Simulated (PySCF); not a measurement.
**Excitation energy of Cl by level of theory**

Cl [Ne] 3s2 3p5 (2P) → Cl [Ne] 3s1 3p6 (2S), as a difference of total energies. All numbers are calculated (PySCF 2.14, the non-relativistic Hamiltonian (point nucleus), in aug-cc-pV(D+d)Z). Correlated levels: valence: [Ne] frozen. The calculations carry no spin-orbit coupling.

```tsv
method	excitation energy (eV)
UHF	15.357
LDA	11.753
PBE	11.972
PBE0	12.834
r2SCAN	12.711
PW91	11.971
MN15	12.107
BHandHLYP	13.648
r2SCAN0	13.299
ROHF	15.409
MP2 (valence)	12.893
SCS-MP2 (valence)	12.618
```

Errors of the correlated levels include the incompleteness of this basis and the frozen core.

Problem. Which method comes closest to the reference value, and which is furthest?

Solution. The reference is 10.586 eV (measured; NIST levels, between the centres of gravity of the two terms). Closest: LDA (error 1.167 eV); furthest: ROHF (error 4.823 eV).
